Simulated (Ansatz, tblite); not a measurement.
Forces on the cluster Ta2O7H4 at its PBE-D4/def2-SVP geometry. Charge 0, multiplicity 1.

In the def2 sets Ta takes a core potential; there is no spin–orbit coupling. The xTB rows come from tblite. The structure holds one bond between oxygen atoms, so isomers without such links may lie far lower. The structure comes from a short search, and lower isomers may exist.

GFN1-xTB (tblite), largest force 2.53 eV/Å:

```xyz
13
positions Å, forces eV/Å
Ta    1.014    0.970   -0.380   -1.128   -1.821    0.856
Ta   -0.556   -1.265    1.244    1.227    0.445   -0.845
O     1.428   -0.022   -1.758   -0.114    0.986    0.881
O     1.140   -0.328    1.067   -1.141    0.383   -0.576
O     2.236    2.438   -0.202   -0.248   -1.038   -0.767
O    -0.924    1.150    0.331    0.655    0.396   -2.407
O    -1.513   -1.323   -0.475    0.397   -0.748    0.513
O    -0.237   -2.911    1.696   -0.326    1.083   -0.299
O    -1.062    1.207   -1.147    0.530   -0.661    2.122
H     3.029    2.661   -0.721   -0.549   -0.009    0.501
H    -1.397    0.259   -1.299    0.217    0.517    0.263
H    -1.530   -0.693    2.636    0.409   -0.230   -0.592
H    -1.625   -2.142   -0.994    0.069    0.698    0.350
```

GFN2-xTB (tblite), largest force 1.57 eV/Å:

```
Ta 0.036 -1.452 0.595
Ta 0.984 0.348 0.196
O -0.234 0.839 0.592
O -0.302 0.314 -0.082
O 0.161 -0.328 -0.650
O 0.279 0.352 -1.418
O 0.097 -0.698 -0.195
O -0.559 0.512 -0.134
O -0.390 -0.418 0.924
H -0.370 0.000 0.365
H -0.022 0.306 0.082
H 0.293 -0.316 -0.366
H 0.025 0.539 0.091
```

r2SCAN-D4/def2-TZVP (Ansatz), largest force 0.66 eV/Å:

```
Ta -0.015 -0.460 -0.193
Ta 0.258 -0.450 -0.098
O -0.143 0.401 0.504
O -0.320 0.110 -0.249
O 0.218 -0.110 -0.325
O 0.241 -0.052 -0.184
O 0.064 -0.480 -0.071
O -0.111 0.609 -0.168
O -0.020 -0.496 0.099
H -0.520 -0.161 0.314
H 0.239 0.578 0.069
H 0.029 0.022 -0.076
H 0.083 0.490 0.379
```
